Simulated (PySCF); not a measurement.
# Radial density of Cd²³⁺ (cadmium, charge +23)

B2PLYP, [Ar] 3d7, high-spin 4F determinant. All numbers are calculated (PySCF 2.14, the spin-free X2C one-electron Hamiltonian (Gaussian nucleus), in an even-tempered Gaussian basis (19 s from 2.5 bohr⁻², ratio 2.5; 13 p from 3.2 bohr⁻², ratio 2.5; 8 d from 3.2 bohr⁻², ratio 2.5; 4 f from 15 bohr⁻², ratio 2.7; 3 g from 23 bohr⁻², ratio 2.7)).

```tsv
r (bohr)	4πr²ρ (e/bohr)	4πr²(ρα − ρβ)
0.0229	61.56	0.0004
0.0385	52.89	0.0323
0.0648	64.86	0.3684
0.109	73.46	2.4648
0.183	45.75	8.1314
0.308	51.72	9.3480
0.519	13.14	2.0610
0.872	0.1521	0.0287
1.47	6.401e-05	0.0000
```

Densities and radii are taken from the X2C orbitals without a picture-change correction, which distorts them close to the nucleus.

Spin-orbit coupling, absent here, splits the open shell strongly.
